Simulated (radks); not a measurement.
Results of a calculation; reference values are marked as such.
Species: Ba2+. Configuration: [Xe].

Code: a radial shooting solver on a logarithmic mesh with Libxc functionals. Model: Dirac Kohn-Sham, PBE, spin-unpolarised, spherical densities, point nucleus.

Energy parts (hartree):
| part | energy |
|---|---|
| total | -8138.7630 |
| kinetic | 8688.8321 |
| electron-nucleus | -19769.2605 |
| Hartree | 3139.5894 |
| exchange-correlation | -197.9240 |

Orbitals (lengths in bohr, moments of r in powers of bohr):
orbital  occ.  eigenvalue (hartree)      <r^4>
1s1/2       2             -1368.634  2.074e-06
2s1/2       2             -216.6286  0.0003458
2p1/2       2             -204.0746  0.0002189
2p3/2       4             -190.0458  0.0002686
3s1/2       2             -46.09109    0.01438
3p1/2       2             -40.82466    0.01351
3p3/2       4             -38.11293    0.01579
3d3/2       4             -28.87841    0.01238
3d5/2       6             -28.30040    0.01300
4s1/2       2              -9.41189     0.3833
4p1/2       2              -7.49770     0.4587
4p3/2       4              -6.93245     0.5343
4d3/2       4              -3.80715     0.8862
4d5/2       6              -3.71105     0.9316
5s1/2       2              -1.68805      13.17
5p1/2       2              -1.18926      22.33
5p3/2       4              -1.11142      26.36

The highest occupied level is 5p3/2 at -30.243 eV. Summed over all electrons, <r^2> = 43.99 bohr^2, which gives a Langevin (diamagnetic) susceptibility term of -34.8 x 10^-6 cm^3/mol. The density falls to 0.001 e/bohr^3 at r = 3.74 bohr.
